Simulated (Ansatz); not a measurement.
Reaction (isomerisation): `C=C(F)/C(F)=C/F` → `F/C=C/C(F)=C\F`

Isolated molecules relaxed with PBE0-D4/def2-TZVP in Ansatz; ΔE leaves out vibrations. CCSD(T)/CBS is the MP2 limit (def2-TZVPP, def2-QZVPP) plus CCSD(T) − MP2 in def2-TZVPP, frozen cores. Double bonds are as drawn, so ΔE can hold a change between cis and trans. DFT in def2-TZVPP. B3LYP here is the variant with VWN-RPA as its local correlation; programs differ in this. HSE06 is defined as in plane-wave codes. Each species was taken in one conformer, which may not be the lowest.

`C=C(F)/C(F)=C/F`:

Cartesian coordinates in Å:
```
C 0.889 0.700 -1.496
C -0.072 0.272 -0.693
F -1.355 0.287 -1.079
C 0.102 -0.251 0.649
F 1.361 -0.288 1.081
C -0.894 -0.672 1.424
F -0.670 -1.139 2.644
H 0.654 1.073 -2.483
H 1.915 0.677 -1.163
H -1.929 -0.660 1.116
```

`F/C=C/C(F)=C\F`:

Z-matrix (Å, degrees):
```
C
C 1 1.327
F 1 1.330 2 121.2
H 1 1.083 2 125.7 3 -180.0
C 2 1.437 1 122.5 3 180.0
H 2 1.083 1 120.2 3 -0.0
F 5 1.343 2 116.3 1 0.0
C 5 1.330 2 126.7 1 -180.0
F 8 1.335 5 120.6 2 0.0
H 8 1.081 5 124.4 2 -180.0
```

```csv
level,ΔE (kJ/mol),difference from CCSD(T)/CBS
LDA (SPW92),2.0,-0.3
PBE-D4,-0.1,-2.4
revPBE-D4,0.2,-2.1
BLYP-D4,-0.3,-2.6
r2SCAN-D4,2.9,0.6
B97M-V,4.2,1.9
PBE0-D4,1.2,-1.1
B3LYP-D4,0.8,-1.5
r2SCANh-D4,3.0,0.7
r2SCAN0-D4,3.1,0.8
HSE06-D4,1.1,-1.2
BHLYP-D4,2.1,-0.2
CAM-B3LYP-D4,1.7,-0.6
ωB97X-V,2.2,-0.1
ωB97M-V,2.6,0.3
B2PLYP,0.8,-1.5
PBE-QIDH,1.8,-0.5
PBE,-0.7,-3.0
revPBE,-1.8,-4.1
BLYP,-1.7,-4.0
r2SCAN,2.7,0.4
PBE0,0.7,-1.6
r2SCANh,2.9,0.6
r2SCAN0,3.0,0.7
HSE06,0.7,-1.6
BHLYP,1.5,-0.8
CAM-B3LYP,1.2,-1.1
LC-ωPBE,1.0,-1.3
RPA@PBE/def2-TZVPP,1.7,-0.6
HF/def2-SVP,-1.8,-4.1
CCSD/def2-SVP,-1.5,-3.8
CCSD(T)/def2-SVP,-1.5,-3.8
HF/def2-TZVPP,2.4,0.1
MP2/def2-TZVPP,1.6,-0.7
SCS-MP2/def2-TZVPP,1.3,-1.0
CCSD(T)/def2-TZVPP,2.0,-0.3
MP2/def2-QZVPP,1.9,-0.4
SCS-MP2/def2-QZVPP,1.6,-0.7
HF/CBS(def2),2.9,0.6
MP2/CBS(def2),1.9,-0.4
CCSD(T)/CBS,2.3,0
```

Question: What do rigid-rotor, harmonic-oscillator terms from PBE0-D4/def2-TZVP frequencies (298.15 K, 1 bar) make of the CCSD(T)/CBS value? (Estimate.)

Answer: The calculation gave: ΔZPE = +0.8 kJ/mol, ΔH = +3.3 kJ/mol, ΔS = 3 J/(mol·K), ΔG = +2.4 kJ/mol.

Largest T1 diagnostic among the species: 0.013.

At CCSD(T), def2-SVP lies −3.8 kJ/mol from the extrapolated value and def2-TZVPP −0.3 kJ/mol. From BLYP to BHLYP (50 % exact exchange), in def2-TZVPP and without D4, ΔE moves by +3.2 kJ/mol.
